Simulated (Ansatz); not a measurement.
```yaml
atoms:
  - { symbol: C, position_ang: [-0.0420, -0.3939, -0.3396] }
  - { symbol: C, position_ang: [0.0592, -0.4641, 1.1574] }
  - { symbol: O, position_ang: [-0.0633, 0.9242, -0.7663] }
  - { symbol: H, position_ang: [-0.8768, -1.0212, -0.7578] }
  - { symbol: H, position_ang: [0.8969, -0.9009, -0.7715] }
  - { symbol: H, position_ang: [-0.0188, -1.4450, 1.5385] }
  - { symbol: H, position_ang: [0.9129, 0.0680, 1.5494] }
  - { symbol: H, position_ang: [-0.8700, 0.0649, 1.5170] }
  - { symbol: H, position_ang: [-0.0508, 0.9613, -1.7604] }
```

Basis set: STO-3G (spherical functions). Left uncorrelated: 3 orbitals. Charge 0, multiplicity 1.

Computed with Ansatz (development build ahead of 0.2.0); each method stands on the lowest determinant of its kind that the runs found. Restricted open shells among the atoms or ions are ROHF, correlated in semicanonical orbitals with singles.

The atomization energy at this shape (free ground-state atoms in the same class of orbitals less the molecule, no zero-point energy) of singlet C2H6O:

| method | atomization energy |
| --- | --- |
| RHF | 30.41 eV |

(1) What does RHF-MP2 give?

Results:

(1) 33.67 eV. Caution: the shape is not the minimum.

This basis has no polarisation functions and is too small for such energies, which can lie far from measured ones in either direction.
